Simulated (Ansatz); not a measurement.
System: CH₃Si (charge 0, doublet). It need not be the lowest isomer of its formula. 
Geometry from a B3LYP-D3(BJ)/def2-TZVP (Ansatz, a program for electronic structure) optimisation:
```xyz
5

C     -1.1030     0.0446     0.0262
Si     0.7938    -0.0232    -0.0072
H     -1.4093    -0.5919    -0.8203
H     -1.5274     1.0350    -0.1585
H     -1.5592    -0.3861     0.9215
```
Charge 0, spin multiplicity 2.

Basis-set convergence of Hartree-Fock and CCSD correlation energies (hartree) with Ansatz. Valence correlation only, unless marked. UHF or UKS for open shells. Spin-orbit coupling is left out. Non-relativistic.

```tsv
basis	functions	E(HF)	E(corr, CCSD)
aug-cc-pV(D+d)Z	82	-328.48136	-0.25526
aug-cc-pV(T+d)Z	170	…	…
```

Question: Complete the blanks.

Answer: 
- aug-cc-pV(T+d)Z, E(HF): -328.50155
- aug-cc-pV(T+d)Z, E(corr, CCSD): -0.29410
